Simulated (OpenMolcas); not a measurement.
Computed levels of 4d⁴ in ions with 40 electrons, in cm-1 above ⁵D₀.

```yaml
Program: OpenMolcas 26.06
Method: XMS-CASPT2, IPEA 0.25 Eh, imaginary shift 0.1 Eh
Basis: ANO-RCC-VTZP
Scalar_Hamiltonian: DKH2, point nucleus
Spin-orbit_coupling: RASSI with atomic mean-field integrals over the reference wave functions, term energies averaged over their components
```

Active space for each ion: 4 electrons in 5 orbitals (4d); closed shells correlated by CASPT2: 4s 4p.

```csv
Level,Nb+,Tc3+,Ru4+,Rh5+,Pd6+,Ag7+
⁵D₁,159,341,487,676,976,1240
⁵D₂,440,935,1303,1762,2440,3040
⁵D₃,807,1701,2320,3080,4140,5080
⁵D₄,1232,2590,3470,4540,5960,7220
³P₀(1),7710,15120,16870,18880,20080,22160
³P₁(1),8460,16930,19270,22090,24240,27240
³P₂(1),9700,19450,22520,26150,29200,33030
³H₄,9960,16600,18300,20650,22210,24840
³F₂(1),10300,18610,20790,23760,26060,29250
```

**Question.** Estimate ⁵D₄, ³P₀(1), ³P₁(1) for Mo2+ from its neighbours Nb+ and Tc3+.

**Answer.** ⁵D₄ is fine structure, which grows about as the fourth power of a screened charge, so the fourth roots are averaged: ((1232^0.25 + 2590^0.25) / 2)^4 = 1817. The calculation gives 1844, so the estimate is off by -1.5 %; the measured value is 1872 (Sugar and Musgrove, J. Phys. Chem. Ref. Data 17, 155 (1988)).
³P₀(1) is another term, which grows about linearly with the charge: (7710 + 15120) / 2 = 11415. The calculation gives 12050, so the estimate is off by -5.3 %; the measured value is 11149 (Sugar and Musgrove, J. Phys. Chem. Ref. Data 17, 155 (1988)).
³P₁(1) is another term, which grows about linearly with the charge: (8460 + 16930) / 2 = 12695. The calculation gives 13290, so the estimate is off by -4.5 %; the measured value is 12510 (Sugar and Musgrove, J. Phys. Chem. Ref. Data 17, 155 (1988)).

Mixed levels, with the weight of the term that names them: Pd6+ ³H₄ (71 %), Ag7+ ³H₄ (68 %).

Term energies are means over components that CASPT2 splits; among the terms shown or strongly mixed into the levels shown the widest spread is 1800 cm-1 (4d⁴ ³F(1), Tc3+). The CASPT2 spread within a term exceeds the gap to the next term for 4d⁴ ³H and 4d⁴ ³F(1), so the order of their levels is uncertain, and so are names and mixing where such terms share a J (figures for Nb+; the like holds for Mo2+, Tc3+, Ru4+, Rh5+, Pd6+, Ag7+). Some high roots are left out of the spin-orbit mixing, which shifts the levels that they would mix with (holds for Nb+). Configurations with an s electron lie low at this charge and mix in, so terms can be misplaced (holds for Nb+). Some terms miss by over 15 % even with CASPT2, which points to a basis or an active space too small for the shells correlated (holds for Nb+). Levels of configurations with an s electron are missing; early in the row they begin among the upper levels of the d shell and mix with terms of their name (holds for Mo2+). Computed and measured levels are paired by configuration, term and J; levels that our copy of the source lacks, or whose pairing is in doubt (as where it misses far off the trend of its configuration), stay unpaired and out of the deviations. Only configurations of the active space appear.

A number in round brackets counts repeated terms of one configuration in the order of the reference energies.
